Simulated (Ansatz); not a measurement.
Compare A (`C[NH][GeH]([OH])[Cl]`) with its isomer B (`[NH2][GeH]([OH])[CH2]Cl`).

Program: Ansatz. Geometries: PBE0-D4/def2-TZVP. ΔE: electronic, gas phase. CCSD(T)/CBS adds triple-zeta CCSD(T) − MP2 to the extrapolated MP2 energy (def2 sets, frozen cores). DFT in def2-TZVPP. B3LYP here is the variant with VWN-RPA as its local correlation; programs differ in this. For Ge outer-core shells are correlated without core-valence functions, which leaves a few kJ/mol of doubt a bond. Scalar relativity is left out up to krypton. Each species was taken in one conformer, which may not be the lowest.

Question: Which isomer does CCSD(T)/CBS put lower? Give the gap. (Best estimate.)

Answer: Computed: A, by 81.1 kJ/mol.

Question: Give E(B) − E(A) in kJ/mol with r2SCAN-D4, ωB97M-V, CCSD/def2-TZVPP, B3LYP-D4, CCSD(T)/def2-TZVPP, HF/def2-TZVPP, PBE-D4. (Estimate.)

Answer: The calculation gave: r2SCAN-D4 88.0, ωB97M-V 85.2, CCSD/def2-TZVPP 85.4, B3LYP-D4 88.1, CCSD(T)/def2-TZVPP 84.0, HF/def2-TZVPP 98.6, PBE-D4 83.5. None reverses the order clearly.

Largest T1 diagnostic: 0.011.

In def2-TZVPP, CCSD(T) changes the Hartree–Fock value by −14.5 kJ/mol (the triples alone add −1.4 kJ/mol) and MP2 by −13.7 kJ/mol. From PBE to PBE0 (25 % exact exchange), in def2-TZVPP and without D4, E(B) − E(A) moves by +3.1 kJ/mol.
